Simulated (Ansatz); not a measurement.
The first iterations of a band of ClGaH6Si (9 atoms, charge 0, multiplicity 1).

These are results of Ansatz 0.2.0, RKS r2SCANh/def2-mTZVP, not measurements.

| Quantity | Value |
| --- | --- |
| movable images | 5 |
| climbing image | yes |
| spring | 2.0 to 10.0 eV/Å², energy-weighted |
| optimiser | quadratic models (default) |
| start path | through a guess of the saddle point |
| force threshold | 0.05 eV/Å |
| iteration limit | 60 |
| end points | relaxed |

First end point:

```xyz
9
Properties=species:S:1:pos:R:3
Ga -0.763 -0.689 -0.802
Si 0.573 -0.486 1.191
H -0.055 -1.064 -2.153
H -2.329 -0.699 -0.742
H 0.564 2.195 -1.120
Cl -0.709 2.019 -1.293
H 1.733 0.426 0.939
H -0.164 0.085 2.353
H 1.151 -1.788 1.627
```

Last end point:

```xyz
9
Properties=species:S:1:pos:R:3
Ga -1.034 -0.054 -1.555
Si 0.882 -0.121 1.354
H 0.088 -0.849 -2.281
H -2.236 -0.599 -0.734
H 0.125 0.326 0.137
Cl -1.138 2.054 -2.053
H 2.238 0.462 1.262
H 0.147 0.380 2.535
H 0.928 -1.599 1.335
```

| iteration | highest image above the first end (eV) | largest band force component (eV/Å) |
| --- | --- | --- |
| 1 | 0.573 | 3.173 |
| 2 | 0.440 | 1.511 |
| 3 | 0.456 | 0.605 |

Question: Does the band converge within its limit, and where does its top end?

Answer: The forces met the threshold. It ended after 9 iterations with the highest image 0.402 eV above the first end. Neighbouring images differ by up to 1.3 eV, so the band resolves the path poorly. Another band between the same ends (5 images) ends at a top of the same energy, where a vibrational analysis finds 1 clearly imaginary mode. The orbitals stay closed-shell, which can raise the energy where a bond breaks towards radicals; this wasn't checked here.

The run took 3.1 min on 4 threads of Arm Neoverse N1 (shared host), peak memory 0.25 GiB.
